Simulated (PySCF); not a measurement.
CdB and its ions

PBE0; PySCF, scalar-relativistic core potentials, basis sets Cd def2-SVPD with ECP28, B def2-SVPD. Neutral (UKS): doublet (π ↑), Re = 2.423 Å, ωe = 272 cm⁻¹, De = 0.46 eV, HOMO -5.06 eV, LUMO -2.52 eV.

CdB⁺ (UKS): singlet (closed shell), Re = 2.503 Å, ωe = 310 cm⁻¹, De = 2.12 eV to Cd + B⁺. The energies at the minima are -192.34094 hartree for CdB and -192.08091 for CdB⁺.

Q: Work out the adiabatic ionisation energy, without and with harmonic zero-point energies (1 hartree = 27.2114 eV, 1 eV = 8065.5 cm⁻¹), and the change of the bond length.

A: At PBE0: 0.26003 hartree = 7.076 eV between the minima; the zero-point term (310.0 − 272.0)/2 cm⁻¹ = +0.002 eV makes it 7.078 eV. Re changes by +8.0 pm against the neutral. The electron leaves a π orbital, and the longer bond of the ion fits a bonding orbital, or a change in how ionic the bond is.

Weak bonds: CdB. Basis-set superposition, not corrected here, can be much of De in a small basis, most of all at correlated wavefunction levels. For an ion De counts to the pair picked by the measured ionisation energies or electron affinities, which need not be the lowest pair at this level. States were picked by a PBE0 search and need not be the measured ground states.
